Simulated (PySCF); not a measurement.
# A small calculation by hand: oscillator strength and radiative lifetime

H2MgO2, SMILES [OH][Mg][OH].

Geometry optimised at PBE-D3(BJ)/def2-TZVP. One conformer was computed; it need not be the lowest.

TDA-M06-2X/def2-SVPD in PySCF puts the first singlet state with f over 0.02 at 5.83 eV (vertical), with the transition dipole (-0.370, 0.129, 0.000) in atomic units.

Q: Find the oscillator strength, the wavelength and the radiative lifetime that this transition would have in vacuum if emission retraced absorption.

A: 
|μ|² = 0.1535 au, so |μ| = 1.00 D. ΔE = 5.83/27.211 = 0.2142 hartree. f = (2/3) ΔE |μ|² = 0.022 (the program prints 0.022).
λ = 1239.84/5.83 = 213 nm; ν = 47022 cm⁻¹.
Einstein's coefficient A = 0.6670 ν² f s⁻¹ (ν in cm⁻¹) = 3.2e7 s⁻¹, so τ = 1/A = 31 ns. This state is S1. The figure is the radiative limit of this one transition; relaxation, internal conversion, crossing to triplets and a medium change what is measured.
